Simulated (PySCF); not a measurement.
A calculated (LC-wPBE, PySCF 2.14, def2-QZVPPD, the non-relativistic Hamiltonian (point nucleus)) atom or ion has these occupied shells.

```csv
shell,electrons,orbital energy (eV),"rms radius, mean of both spins (bohr)"
1s,2,-4411.1,0.0853
2s,2,-509.65,0.376
2p,6,-427.59,0.342
3s,2,-92.285,1.14
3p,6,-70.184,1.22
```

Q: Name the element and its charge.

A: Sc³⁺ (scandium, charge +3), in [Ar], closed-shell 1S.
